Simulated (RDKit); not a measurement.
Input file for RDKit: MMFF94 on C4H8 (a complex), monomers drawn apart or pushed together.

```python
from rdkit import Chem
from rdkit.Chem import AllChem, rdDetermineBonds

blocks = [
'''4

C     0.42229757   -0.24328049   -0.58113659
C    -0.33587133    0.00520841    0.31109152
H     1.09553213   -0.46375577   -1.37326245
H    -1.00565897    0.22474297    1.10641608
''',
'''8

C    -0.76344559    0.28021189    4.40911863
C     0.70796015   -0.12355897    4.38566747
H    -0.92584699    1.22191306    3.87938832
H    -1.12435709    0.41660468    5.43034140
H    -1.39223581   -0.48147913    3.94199323
H     1.06665594   -0.25914578    3.36396697
H     0.86794047   -1.06196717    4.92007364
H     1.33309005    0.63660625    4.85805918
''',
]
mol = None
for b in blocks:
    f = Chem.MolFromXYZBlock(b)
    rdDetermineBonds.DetermineBonds(f, charge=0)
    mol = f if mol is None else Chem.CombineMols(mol, f)
Chem.SanitizeMol(mol)
print(Chem.MolToSmiles(Chem.RemoveHs(mol)))
ff = AllChem.MMFFGetMoleculeForceField(mol, AllChem.MMFFGetMoleculeProperties(mol), nonBondedThresh=100.0, ignoreInterfragInteractions=False)
e = ff.CalcEnergy()
print(f'MMFF94 energy {e:.6f} kcal/mol')
```

Output:

```
C#C.CC
MMFF94 energy -2.643347 kcal/mol
```

The run finished.

Cost: very roughly 0.010 core-seconds.
